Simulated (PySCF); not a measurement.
## C7H8S: full NMR table

| Quantity | Value |
| --- | --- |
| Formula | C7H8S |
| SMILES | CSc1ccccc1 |
| Point group of the computed structure | C1 |
| Degrees of unsaturation | 4 |
| Carbon signals | 5 |
| Proton signals | 4 |

Bonds (- single, = double, # triple, : aromatic): C1-S2, S2-C3, C3:C4, C4:C5, C5:C6, C6:C7, C7:C8, C8:C3. C1 carries H9, H10, H11; C4 carries H12; C5 carries H13; C6 carries H14; C7 carries H15; C8 carries H16.

All values are calculated (PySCF 2.14): shieldings: GIAO B97-2/pcSseg-2, geometry: PBE0-D3(BJ)/def2-TZVP. One conformer, in vacuum, averaged over atoms made equivalent by symmetry, fast rotation or ring inversion, relativity neglected.

δ = σ(ref) − σ, references computed at the same level: ¹H (σ = 31.64 ppm), ¹³C (σ = 185.38 ppm) vs TMS; ³³S (σ = 517.10 ppm) vs CS2.

| carbon | δC, type | δH (multiplicity) | HMBC from (2–3 bonds) | span of the C tensor (ppm) |
| --- | --- | --- | --- | --- |
| C1 | 17.7, CH3 | 2.37 (s) | – | 21 |
| C3 | 150.7, C | – | H13/H15, H12/H16, H9/H10/H11 | 208 |
| C4/C8 | 129.3, CH | 7.32 (d) | H13/H15, H12/H16, H14 | 221 |
| C5/C7 | 135.3, CH | 7.51 (m) | H13/H15, H12/H16, H14 | 236 |
| C6 | 128.9, CH | 7.26 (t) | H13/H15, H12/H16 | 227 |

Other nuclei:
```csv
atoms,nucleus,environment,δ (ppm),σ (ppm)
S2,³³S,sulfide sulfur,30,487.6
```

- Carbon types of the structure: 1 × C, 5 × CH, 1 × CH3, which accounts for all hydrogens.
- δC 150.7: aromatic carbon bearing sulfur.
- δC 135.3, 129.3, 128.9: aromatic CH; the aromatic region.
- δC 17.7: methyl carbon bonded to S.
- δH 7.51, 7.32, 7.26: hydrogen on an aromatic CH; aromatic region.
- δH 2.37: hydrogen on a methyl carbon bonded to S.

Shifts are as computed. Against solution values, carbons near 30 ppm lie about +3 ppm off and those near 130 ppm about +7 ppm; carbons on S a further +4 ppm. Of 1309 compounds with measured shifts, 239 miss one by over three times the rms of a fit or turn the order of signals round; such compounds aren't used in these exercises. No couplings were computed; multiplicities are counted from neighbouring protons, with m where these are inequivalent, close in shift, in a saturated or five-membered ring or joined by F or P, and br s for small geminal =CH2 splittings.
